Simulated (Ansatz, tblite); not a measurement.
Cost and result up the ladder for the cluster Al2Cl6 (the lowest singlet isomer of a short search) (8 atoms). Charge 0, multiplicity 1. Geometry: r2SCAN-D4/def2-SVP.

```xyz
8

Al    1.525    0.299    0.412
Al   -1.528   -0.293   -0.407
Cl    0.083    1.157   -1.142
Cl   -0.116   -1.081    1.211
Cl   -3.087    0.778    0.472
Cl    2.991   -0.834   -0.547
Cl    1.976    1.752    1.840
Cl   -1.844   -1.777   -1.840
```

Ansatz on 4 threads of Arm Neoverse V1 on a shared host; xTB runs through tblite on one thread. Times are rough, summed over both states, and most runs start from the orbitals of an earlier one. PBE0-D4/def2-TZVP serves as the yardstick here, not as an exact answer. The other state is a triplet.

The xTB rows come from tblite. HOMO above LUMO, or a gap near zero within one spin, warns that the state may not be the lowest or that an electron is smeared out. The structure comes from a short search, and lower isomers may exist.

xTB has no spin-polarisation term.

| level | functions | wall time |
| --- | --- | --- |
| GFN1-xTB | 72 | 0.029 s |
| GFN2-xTB | 72 | 0.048 s |
| PBE-D4/def2-TZVP (with forces) | 296 | 27 s |
| PBE0-D4/def2-TZVP | 296 | 63 s |

Estimate what each level gives for the vertical triplet (eV).


| level | vertical triplet (eV) | difference from PBE0-D4/def2-TZVP (eV) | remarks |
| --- | --- | --- | --- |
| GFN1-xTB | 5.29 | -1.76 | – |
| GFN2-xTB | 6.66 | -0.40 | – |
| PBE-D4/def2-TZVP (with forces) | 6.10 | -0.95 | gap within one spin near zero (triplet) |
| PBE0-D4/def2-TZVP | 7.05 | 0.00 | – |
